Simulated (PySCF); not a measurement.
**How methods differ on the excitation energy of Si⁺**

Si⁺ [Ne] 3s2 3p1 (2P) → Si⁺ [Ne] 3s1 3p1 4s1 (4P), as a difference of total energies. Calculation: PySCF 2.14, in dyall-acv3z; the non-relativistic Hamiltonian (point nucleus). Correlated levels: valence: [Ne] frozen; virtual orbitals above 40 to 60 times the deepest correlated orbital energy dropped. The calculations carry no spin-orbit coupling.

```json
{"method": "UHF", "excitation energy (eV)": "12.961"}
{"method": "MP2 (valence)", "excitation energy (eV)": "13.906"}
{"method": "SCS-MP2 (valence)", "excitation energy (eV)": "14.219"}
{"method": "CCSD (valence)", "excitation energy (eV)": "14.251"}
{"method": "CCSD(T) (valence)", "excitation energy (eV)": "14.276"}
```

Problem. How much does correlation contribute at CCSD(T) (valence)?

Solution. 14.276 − (12.961) = 1.315 eV, measured against UHF.

Errors of the correlated levels include the incompleteness of this basis and the frozen core.

The coupled-cluster amplitudes are large for the upper state (T1 above 0.03 or a double amplitude above 0.15), so a single reference is strained.

For comparison: 14.490 eV (measured; NIST levels, between the centres of gravity of the two terms).
